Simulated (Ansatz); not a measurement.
## Loss of H2: C2H8GeSi → C2H6GeSi + H2

Gas-phase species: C2H8GeSi `[SiH3]/C=[CH]/[GeH3]`, singlet; C2H6GeSi `[SiH3]C#[C][GeH3]`, singlet; H2, singlet. This is a balance of energies; it says nothing on the path, which may need atoms to shift.

Shapes, held fixed at every level: PBE0-D4/def2-TZVP. Programs: Ansatz 0.2.0. Electronic energies: no zero-point or thermal term.

```json
{"level": "HF/def2-SVP", "kind": "Hartree–Fock", "ΔE (kJ/mol)": "+147.3", "less CCSD(T)/def2-TZVPP": "+9.9"}
{"level": "HF/def2-TZVPP", "kind": "Hartree–Fock", "ΔE (kJ/mol)": "+131.3", "less CCSD(T)/def2-TZVPP": "-6.1"}
{"level": "PBE-D4/def2-TZVPP", "kind": "GGA", "ΔE (kJ/mol)": "+157.0", "less CCSD(T)/def2-TZVPP": "+19.6"}
{"level": "r2SCAN-D4/def2-TZVPP", "kind": "meta-GGA", "ΔE (kJ/mol)": "+151.2", "less CCSD(T)/def2-TZVPP": "+13.8"}
{"level": "B3LYP-D4/def2-TZVPP", "kind": "global hybrid", "ΔE (kJ/mol)": "+144.4", "less CCSD(T)/def2-TZVPP": "+7.0"}
{"level": "PBE0-D4/def2-TZVPP", "kind": "global hybrid", "ΔE (kJ/mol)": "+166.6", "less CCSD(T)/def2-TZVPP": "+29.2"}
{"level": "r2SCAN0-D4/def2-TZVPP", "kind": "global hybrid", "ΔE (kJ/mol)": "+161.0", "less CCSD(T)/def2-TZVPP": "+23.6"}
{"level": "CCSD(T)/def2-TZVPP", "kind": "coupled cluster or CI", "ΔE (kJ/mol)": "+137.4", "less CCSD(T)/def2-TZVPP": "0.0"}
```

The highest level, CCSD(T)/def2-TZVPP, gives ΔE = +137.4 kJ/mol; the levels span +131.3 to +166.6. The column of differences is taken from that level and isn't an error. No measured value is set beside it here. Relativity is left out for Ge. Outer-core shells of Ge are correlated, in sets that cover them unevenly. CCSD(T)/def2-TZVPP lies outside the range of the other correlated levels here, so it shouldn't be taken on trust.
